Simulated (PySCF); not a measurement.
**Field gradients at the hydrogen positions**

Compound: C4H9FOSSi.
Cartesian coordinates in Å at the GFN2-xTB level; atoms count from 1:
```xyz
17
C4H9FOSSi angstrom
C      2.384    0.750   -0.556
O      1.213    0.005   -0.310
C      1.418   -1.364   -0.124
S     -0.213   -2.081    0.206
Si    -1.211   -0.193   -0.001
C     -1.588    0.810    1.546
C     -2.769   -0.044    1.068
F     -3.827    0.686    0.581
H      2.875    0.413   -1.475
H      2.068    1.786   -0.663
H      3.084    0.662    0.280
H      2.076   -1.563    0.732
H      1.838   -1.837   -1.021
H     -1.265    0.351   -1.337
H     -1.185    0.550    2.515
H     -1.747    1.875    1.452
H     -3.158   -0.795    1.747
```

Level: PBE0/pcSseg-1 (PySCF, non-relativistic); Q(2H) = 0.00286 b; rigid geometry, the same for H and D, with no vibrational averaging.

Question: Rank these positions by the coupling χzz of a deuteron there, largest first.
A. H10 (methyl hydrogen)
B. H16 (methylene hydrogen)
C. H17 (methine hydrogen)
D. H14 (Si–H hydrogen)
E. H9 (methyl hydrogen)
F. H12 (methylene hydrogen)

Answer: B (227 kHz), C (213 kHz), A (206 kHz), E (196 kHz), F (191 kHz), D (120 kHz).

Question: Give the electric field gradient Vzz (the principal value of largest size), its asymmetry and the 2H coupling at each hydrogen.

Answer: 
| atom | bonded to | bond length (Å) | Vzz (au) | η | χzz (kHz) |
| --- | --- | --- | --- | --- | --- |
| H9 | C1 | 1.095 | 0.2913 | 0.08 | 196 |
| H10 | C1 | 1.088 | 0.3059 | 0.07 | 206 |
| H11 | C1 | 1.095 | 0.2918 | 0.09 | 196 |
| H12 | C3 | 1.098 | 0.2837 | 0.07 | 191 |
| H13 | C3 | 1.098 | 0.2832 | 0.07 | 190 |
| H14 | Si5 | 1.444 | 0.1792 | 0.06 | 120 |
| H15 | C6 | 1.081 | 0.3352 | 0.07 | 225 |
| H16 | C6 | 1.080 | 0.3378 | 0.07 | 227 |
| H17 | C7 | 1.085 | 0.3167 | 0.13 | 213 |

Question: Average by the element that carries the hydrogen.

Answer: on C: 205 kHz over 8 positions, mean bond length 1.090 Å; on Si: 120 kHz over 1 position, mean bond length 1.444 Å.

Question: How does χzz go with the bond length over the 8 C–H bonds?

Answer: A straight-line fit has a slope of -20.1 kHz for each 0.01 Å, with a correlation coefficient of -0.98, over lengths from 1.080 to 1.098 Å. The longer bonds have the smaller couplings here.

One conformer (not necessarily the lowest) at the GFN2-xTB geometry, without solvent, vibrations or thermal averaging. GFN2-xTB bond lengths can be off by several hundredths of an ångström, more for odd bonds, and the gradients follow them. The basis is small and wasn't made for field gradients, so the couplings can be 20 % off.
